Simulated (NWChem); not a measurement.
C₂H₅FSi₂; SMILES [Si@@H]([SiH3])(F)C#C

**Question.** Give the equilibrium geometry at PBE0/def2-SVP (NWChem) as an XYZ file, with the point group.

**Answer.** point group C1; any orientation.
```
10

C      1.0918    -2.5960     0.2526
C      0.4146    -1.6225    -0.0229
Si    -0.5340    -0.1116    -0.4286
F     -1.9090    -0.1023     0.4470
Si     0.7300     1.7799     0.1338
H      1.6850    -3.4608     0.4949
H     -0.9193    -0.1538    -1.8667
H     -0.0376     3.0262    -0.1682
H      1.0699     1.7451     1.5876
H      1.9898     1.7736    -0.6713
```
